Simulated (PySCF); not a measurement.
VOI₃: from structure and modes to constants

Level of theory: PBE0/[V def2-SVP, O def2-SVP, I def2-SVP with ECP28], scalar-relativistic core potentials, density fitting, no spin–orbit coupling, PySCF.

The singlet minimum has C3v symmetry. Masses (u): V 50.94396, O 15.99492, I 126.90447.

```xyz
5
charge 0 multiplicity 1, angstrom
V    -0.0002   -0.4098   -0.4295
O    -0.0007   -1.4640   -1.5342
I     0.0037    1.8352   -1.5184
I     2.0559   -0.7460    0.9436
I    -2.0594   -0.7404    0.9403
```

Harmonic wavenumbers (cm⁻¹): 62.1 (e, ×2), 93.6 (a1, ×1), 195.1 (e, ×2), 216.2 (a1, ×1), 358.1 (e, ×2), 1192.2 (a1, ×1).

Task: Find the principal moments of inertia and the rotational constants. What kind of rotor is it?

Result: About the centre of mass I = 1175.3, 1175.3, 2149.2 u Å². With B = 16.8576/I this gives 0.01434, 0.01434, 0.007844 cm⁻¹. The molecule is an oblate symmetric top.

Task: What is the harmonic zero-point energy?

Result: Half the sum of all 9 wavenumbers, 2733/2 = 1366 cm⁻¹, which is 16.3 kJ/mol (1 cm⁻¹ = 0.0119627 kJ/mol).

Only a few start shapes were tried, so a lower isomer may exist.
